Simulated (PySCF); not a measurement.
Identify the unknown among the candidates.

All candidates are C10H10.

| technique | computed result |
| --- | --- |
| Rotational structure | rotational constants A, B, C: 2.951, 1.196, 0.876 GHz [GFN2-xTB] |
| 13C NMR | chemical shifts (computed TMS as zero) by class: 140.6 (1 C), 138.8 (1 C), 136.4 (1 C), 136.0 (1 C), 133.1 (1 C), 132.8 (1 C), 132.2 (1 C), 131.6 (1 C), 31.7 (1 C), 27.2 (1 C) ppm [GIAO PBE0/pcSseg-1] |
| 1H NMR | chemical shifts (computed TMS as zero) by class: 7.47 (1 H), 7.41 (1 H), 7.40 (1 H), 7.27 (1 H), 6.80 (1 H), 6.32 (1 H), 2.81 (2 H), 2.37 (2 H) ppm [GIAO PBE0/pcSseg-1] |
| Dipole | 0.63 D [PBE0/pcSseg-1] |

Gas-phase values; electronic properties from PySCF, density fitting. Levels stand in brackets. One conformer (not necessarily the lowest) at the GFN2-xTB geometry, without solvent, vibrations or thermal averaging. NMR values are class means; diastereotopic atoms form classes of their own.

Question: Which candidate is it?
A. `C#Cc1ccc(CC)cc1`
B. `C[C@H]1C=Cc2ccccc21`
C. `CCC#Cc1ccccc1`
D. `C1=Cc2ccccc2CC1`
E. `C#CCC1=CC2(C=C1)CC2`

Answer: D. It is `C1=Cc2ccccc2CC1`. Numbering: `[CH:1]1=[CH:2][c:3]2[cH:4][cH:5][cH:6][cH:7][c:8]2[CH2:9][CH2:10]1`. Its formula, C10H10, gives 6 degrees of unsaturation: 2 rings and 4 π bonds in the structure found (Kekulé form). 10 carbons fall into 10 classes; from least to most shielded: substituted aromatic carbon [C8] (140.6 ppm), substituted aromatic carbon [C3] (138.8 ppm), alkene CH carbon [C1] (136.4 ppm), alkene CH carbon [C2] (136.0 ppm), aromatic CH carbon [C7] (133.1 ppm), aromatic CH carbon [C6] (132.8 ppm), aromatic CH carbon [C5] (132.2 ppm), aromatic CH carbon [C4] (131.6 ppm), benzylic-type carbon [C9] (31.7 ppm), allylic carbon [C10] (27.2 ppm). Hydrogen classes from least to most shielded: 1 H on an aromatic CH carbon, C5 (7.47 ppm), 1 H on an aromatic CH carbon, C6 (7.41 ppm), 1 H on an aromatic CH carbon, C7 (7.40 ppm), 1 H on an aromatic CH carbon, C4 (7.27 ppm), 1 H on an alkene CH carbon, C2 (6.80 ppm), 1 H on an alkene CH carbon, C1 (6.32 ppm), 2 H on a benzylic-type carbon, C9 (2.81 ppm), 2 H on an allylic carbon, C10 (2.37 ppm). The optimised geometry has point group C1 and is an asymmetric top.

The others, at the same levels:
- `CCC#Cc1ccccc1` fails: it has 8 carbon classes against 10; its computed 13C shifts are 138.5 (2 C), 133.6 (2 C), 132.5 (1 C), 128.9 (1 C), 101.8 (1 C), 88.2 (1 C), 16.9 (1 C), 16.5 (1 C) ppm, 1H shifts are 7.75 (2 H), 7.57 (2 H), 7.50 (1 H), 2.63 (2 H), 1.33 (3 H) ppm and rotational constant A is 4.511 GHz (against 2.951 GHz).
- `C#Cc1ccc(CC)cc1` fails: it has 8 carbon classes against 10; its computed 13C shifts are 152.1 (1 C), 140.0 (2 C), 133.3 (2 C), 123.9 (1 C), 89.4 (1 C), 86.3 (1 C), 35.3 (1 C), 22.2 (1 C) ppm, 1H shifts are 7.84 (2 H), 7.45 (2 H), 2.74 (1 H), 2.64 (2 H), 1.21 (3 H) ppm and rotational constant A is 4.421 GHz (against 2.951 GHz).
- `C#CCC1=CC2(C=C1)CC2` fails: it has 9 carbon classes against 10; its computed 13C shifts are 149.1 (1 C), 146.8 (1 C), 141.9 (1 C), 138.7 (1 C), 87.3 (1 C), 75.3 (1 C), 40.7 (1 C), 23.1 (1 C), 15.0 (2 C) ppm, 1H shifts are 6.91 (1 H), 6.33 (1 H), 5.94 (1 H), 3.43 (2 H), 1.48 (2 H), 1.46 (2 H), 1.42 (1 H) ppm and rotational constant A is 3.864 GHz (against 2.951 GHz).
- `C[C@H]1C=Cc2ccccc21` fails: its computed 13C shifts are 155.6 (1 C), 149.8 (1 C), 149.7 (1 C), 138.3 (1 C), 132.0 (1 C), 130.1 (1 C), 127.9 (1 C), 126.5 (1 C), 49.5 (1 C), 18.6 (1 C) ppm, 1H shifts are 7.71 (1 H), 7.68 (1 H), 7.57 (1 H), 7.48 (1 H), 7.05 (1 H), 6.71 (1 H), 3.57 (1 H), 1.29 (3 H) ppm and rotational constant A is 2.628 GHz (against 2.951 GHz).

Each candidate is one conformer, not necessarily the lowest. The conformers computed, where there is a choice (atom-mapped SMILES and torsion angles):
- `[CH:1]#[C:2][c:3]1[cH:4][cH:5][c:6]([CH2:7][CH3:8])[cH:9][cH:10]1`: C5–C6–C7–C8 -89°
- `[CH:1]#[C:2][CH2:3][C:4]1=[CH:5][C:6]2([CH:7]=[CH:8]1)[CH2:9][CH2:10]2`: C2–C3–C4–C5 125°
